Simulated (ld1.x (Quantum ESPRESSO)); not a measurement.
**What one change does to a pseudopotential (zirconium, TM)**

* Element: Zr (Z = 40)
* Generator: ld1.x (Quantum ESPRESSO) 7.5
* Type: norm-conserving Troullier–Martins (Kleinman–Bylander form)
* Functional: PBE
* Relativity: scalar-relativistic
* Frozen core: [Ar] 3d10 4s2
* Valence charge: 10
* Reference configuration: 4p6 4d2 5s0 5p0 (charge +2)
* Partial waves: 4p (bound): rc 1.95 bohr; 4d (bound): rc 2.60 bohr; 5s (bound, empty): rc 2.80 bohr
* Local potential: the s channel
* Core correction: none

Change: all radii scaled by about 0.78 (s 2.18, p 1.52, d 2.02 bohr).

Cutoffs: the cutoffs (Ry, on a coarse ladder) from which the occupation-weighted sum of valence levels, in a spherical-Bessel basis at the reference potential, stays within 10 and 1 mRy of its value at 400 Ry; they do not see the model core or the augmentation charge, which bear on the density cutoff. Errors are all-electron minus pseudo energies relative to the spin-unpolarised reference configuration.

Problem. What does the change do?

Solution. The potential gets harder (30 Ry and 40 Ry → 45 Ry and 90 Ry); of the 7 tests that both files solve, the error grows in 5 and shrinks in 2 by more than 15 % and 0.3 meV (median size 26.6 → 45.0 meV); neither file shows a bound ghost. A smaller radius makes the pseudo-wave follow the all-electron one further in, where it bends more sharply, so more plane waves are needed.

```csv
quantity,base,changed
"cutoff, loose",30 Ry,45 Ry
"cutoff, tight",40 Ry,90 Ry
loose cutoff by channel (10 mRy a level),"p 18 Ry, d 21 Ry","p 35 Ry, d 30 Ry"
bound ghosts,none,none
"error for 4p6 4d2 5s2 5p0, meV [ΔE -20.08 eV]",+26,+67
"error for 4p6 4d2 5s1 5p0, meV [ΔE -12.94 eV]",+11,+22
"error for 4p6 4d1 5s0 5p0, meV [ΔE 22.63 eV]",-39,-45
"error for 4p6 4d2 5s1.5 5p0, meV [ΔE -17.20 eV]",+19,+44
"error for 4p6 4d2.5 5s1.5 5p0, meV [ΔE -19.56 eV]",+27,+64
"error for 4p6 4d2 5s1 5p1, meV [ΔE -17.04 eV]",-447,-319
"error for 4p5 4d2 5s2 5p0, meV [ΔE 17.92 eV]",-422,-16
```
